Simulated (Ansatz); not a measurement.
`CCBO[SiH3]` + H₂ → `BO[SiH3]` + `CC` at 700 K and 1 bar (hydrogenolysis of a B–C bond).

Program: Ansatz. Geometries: PBE0-D4/def2-TZVP. ΔE: electronic, gas phase. CCSD(T)/CBS adds triple-zeta CCSD(T) − MP2 to the extrapolated MP2 energy (def2 sets, frozen cores). This one scheme is used for every species. Each species was taken in one conformer, which may not be the lowest.

```json
{"species": "`CCBO[SiH3]`", "CCSD(T)/CBS energy (Eh)": "-470.65252", "H − E (kJ/mol)": "375.4", "S (J/(mol·K))": "510.7"}
{"species": "H₂", "CCSD(T)/CBS energy (Eh)": "-1.17544", "H − E (kJ/mol)": "46.8", "S (J/(mol·K))": "155.3"}
{"species": "`BO[SiH3]`", "CCSD(T)/CBS energy (Eh)": "-392.11480", "H − E (kJ/mol)": "190.5", "S (J/(mol·K))": "377.2"}
{"species": "`CC`", "CCSD(T)/CBS energy (Eh)": "-79.71954", "H − E (kJ/mol)": "238.1", "S (J/(mol·K))": "289.3"}
```

H − E and S are ideal-gas, rigid-rotor, harmonic terms from PBE0-D4/def2-TZVP, for one conformer and one mirror image of each species. For small species the MP2-based limit differs from directly extrapolated CCSD(T) by up to some mEh (0.8 for H₂); such offsets cancel only in part. 1 Eh = 2625.50 kJ/mol, R = 8.31446 J/(mol·K).

Task: By hand: ΔE, ΔH, ΔS and ΔG.

Result: ΔE = (-392.11480) + (-79.71954) − (-470.65252) − (-1.17544) = -0.00638 Eh = -16.8 kJ/mol. Δ(H − E) = 190.5 + 238.1 − 375.4 − 46.8 = 6.4, so ΔH = -10.4 kJ/mol. ΔS = 377.2 + 289.3 − 510.7 − 155.3 = 0.5 J/(mol·K). ΔG = -10.4 − 700 × (0.5)/1000 = -10.8 kJ/mol.

Task: By hand: the equilibrium constant, and the temperature at which ΔG would vanish if ΔH and ΔS stayed fixed.

Result: log₁₀ K = −ΔG/(RT ln 10) = 0.8. ΔH and −TΔS have one sign here, so there is no such temperature.

The number of gas molecules stays the same, so ΔS is small and ΔH decides. A doubt of 5 kJ/mol in ΔE shifts log₁₀ K by 0.4 here. Other conformers and mirror images would add mixing entropy, several J/(mol·K) or more a flexible species. Modes under 60 cm⁻¹, often nearly free rotors, make the harmonic entropy too high. These are equilibria of isolated gas molecules and say nothing of rates. Largest T1 diagnostic: 0.013 (customary marks: 0.02 for closed shells, 0.045 for open ones).

ΔS is within the doubt of such terms, so its sign, and with it that verdict, could turn.
